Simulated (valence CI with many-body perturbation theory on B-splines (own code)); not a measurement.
Results of a calculation; reference values are marked as such.
**Nd XLVIII: magnetic and hyperfine properties of the levels**

Method: relativistic CI+MBPT: three valence electrons over a frozen Dirac-Fock core [Ne], radial functions for each j: 11 s, 11 p, 10 d, 8 f, 5 g, 2 h, with the one-electron correlation potential Σ1 (screened to all orders), the two-electron term Σ2, the three-electron term Σ3, Breit, model QED; selected single and double excitations, second order for the rest, scaled by the run's own slope (own B-spline code, finite nucleus).

The last digits are not significant, and no measured levels were compared; by estimate large intervals hold to a few tenths of a per cent, small ones and those within an open d or f shell to about a per cent.

A/g_I is the dipole constant over the nuclear g factor μ/I (μ in nuclear magnetons, uniformly magnetised nucleus), B/Q the quadrupole constant per barn. Both hold the static response of the core; the bare values leave it out. Large factors of s and p1/2 electrons are usually good to 5 to 10 %; those of open d and f shells near neutrality can be off by tens of per cent, and small factors of p3/2, d and f electrons come from cancelling terms and can be off by a factor of two or in sign, in half-filled shells by more. B is blank for J = 1/2, where it vanishes, and for nearly pure S terms. Energies count from the lowest level.

Levels are named by their leading jj configuration (3d3/2^4 stands for four electrons in 3d with j = 3/2), which in mixed levels can hold well under half, so a name can repeat and another be missing. Letters in brackets count levels of one name in rising energy.

| Level | E (eV) | g | A/g_I (MHz) | A/g_I bare | B/Q (MHz/b) | B/Q bare |
| --- | --- | --- | --- | --- | --- | --- |
| (3s^2 3p1/2) J=1/2 | 0.00 | 0.654 | 734000 | 718000 |  |  |
| (3s 3p1/2^2) J=1/2 | 119.82 | 2.224 | 2200000 | 2150000 |  |  |
| (3s^2 3p3/2) J=3/2 | 135.17 | 1.326 | 107000 | 106000 | 203000 | 200000 |
| (3s 3p1/2 3p3/2) J=3/2 [a] | 233.63 | 1.655 | 549000 | 539000 | 164000 | 162000 |
| (3s 3p1/2 3p3/2) J=5/2 | 246.86 | 1.359 | 649000 | 635000 | 133000 | 131000 |
| (3s 3p1/2 3p3/2) J=3/2 [b] | 264.21 | 0.948 | 40200 | 41500 | 130000 | 128000 |
| (3s 3p1/2 3p3/2) J=1/2 | 272.38 | 1.213 | -711000 | -690000 |  |  |
| (3s^2 3d3/2) J=3/2 | 313.13 | 0.834 | 31200 | 33200 | 35500 | 36500 |
| (3s^2 3d5/2) J=5/2 | 335.78 | 1.234 | 79200 | 79600 | 18900 | 20600 |
| (3s 3p3/2^2) J=5/2 | 382.27 | 1.383 | 507000 | 497000 | 96400 | 95000 |
| (3p1/2^2 3p3/2) J=3/2 | 384.47 | 1.218 | 75700 | 77600 | 163000 | 161000 |
| (3s 3p1/2 3d3/2) J=3/2 [a] | 398.44 | 0.562 | -165000 | -159000 | 57500 | 57800 |
| (3s 3p1/2 3d3/2) J=5/2 | 408.02 | 1.041 | 595000 | 582000 | 1310 | 2920 |
| (3s 3p3/2^2) J=1/2 | 408.05 | 1.873 | 2280000 | 2230000 |  |  |
| (3s 3p3/2^2) J=3/2 | 413.37 | 1.198 | -320000 | -308000 | -51100 | -50300 |
| (3s 3p1/2 3d3/2) J=1/2 | 427.94 | 0.368 | -889000 | -864000 |  |  |
| (3s 3p1/2 3d3/2) J=3/2 [b] | 430.44 | 1.315 | 501000 | 492000 | 30900 | 30700 |
| (3s 3p1/2 3d5/2) J=5/2 [a] | 439.82 | 1.348 | 213000 | 210000 | 33700 | 35100 |
| (3s 3p1/2 3d5/2) J=7/2 | 448.35 | 1.250 | 435000 | 426000 | -3830 | -1580 |
| (3s 3p1/2 3d5/2) J=5/2 [b] | 457.00 | 1.061 | 38800 | 40300 | 46500 | 47400 |
| (3s 3p1/2 3d5/2) J=3/2 | 460.75 | 1.148 | -380000 | -367000 | 2130 | 3370 |
| (3p1/2 3p3/2^2) J=5/2 | 516.21 | 1.142 | 265000 | 261000 | 45800 | 45300 |
| (3p1/2 3p3/2^2) J=3/2 | 520.49 | 1.357 | -15300 | -10300 | 34700 | 34300 |
| (3p1/2 3p3/2^2) J=1/2 | 530.40 | 0.672 | 754000 | 734000 |  |  |
| (3s 3p3/2 3d3/2) J=3/2 [a] | 545.03 | 1.330 | 332000 | 327000 | -10400 | -11300 |
| (3s 3p3/2 3d3/2) J=1/2 [a] | 546.10 | 2.290 | 1060000 | 1040000 |  |  |
| (3s 3p3/2 3d3/2) J=5/2 [a] | 546.10 | 1.262 | 292000 | 288000 | 55900 | 54500 |
| (3p1/2^2 3d3/2) J=3/2 | 546.18 | 0.764 | 59500 | 59400 | 31400 | 32600 |
| (3s 3p3/2 3d3/2) J=7/2 | 549.00 | 1.280 | 374000 | 368000 | 166000 | 164000 |
| (3s 3p3/2 3d5/2) J=9/2 | 559.85 | 1.326 | 302000 | 297000 | 249000 | 247000 |
| (3s 3p3/2 3d3/2) J=3/2 [b] | 567.58 | 1.004 | -5170 | -2370 | -110000 | -108000 |
| (3s 3p3/2 3d5/2) J=5/2 [a] | 577.91 | 1.333 | 425000 | 417000 | -90000 | -88300 |
| (3s 3p3/2 3d3/2) J=5/2 [b] | 582.92 | 0.946 | -63600 | -59300 | 129000 | 129000 |
| (3s 3p3/2 3d3/2) J=1/2 [b] | 585.46 | 0.609 | 237000 | 233000 |  |  |
| (3p1/2^2 3d5/2) J=5/2 | 586.17 | 1.194 | 18500 | 21500 | 26000 | 27700 |
| (3s 3p3/2 3d5/2) J=7/2 [a] | 587.25 | 1.195 | 153000 | 151000 | 186000 | 185000 |
| (3s 3p3/2 3d5/2) J=3/2 [a] | 587.60 | 1.166 | -107000 | -101000 | -103000 | -102000 |
| (3s 3p3/2 3d5/2) J=7/2 [b] | 600.53 | 1.196 | 51300 | 52800 | 137000 | 137000 |
| (3s 3p3/2 3d5/2) J=1/2 | 609.12 | 0.685 | -516000 | -502000 |  |  |
| (3s 3p3/2 3d5/2) J=3/2 [b] | 616.22 | 1.303 | 526000 | 515000 | 63200 | 63200 |

Q: Take the isotope of mass number 145, with I = 7/2, μ = -0.656 μN and Q = -0.314 b. What is the hyperfine structure of (3s^2 3p3/2) J=3/2?

A: From the table A = -20000 MHz, B = -63700 MHz. Shifts from the centre of gravity in MHz: F = 2: 101000, F = 3: 86400, F = 4: 24600, F = 5: -121000.
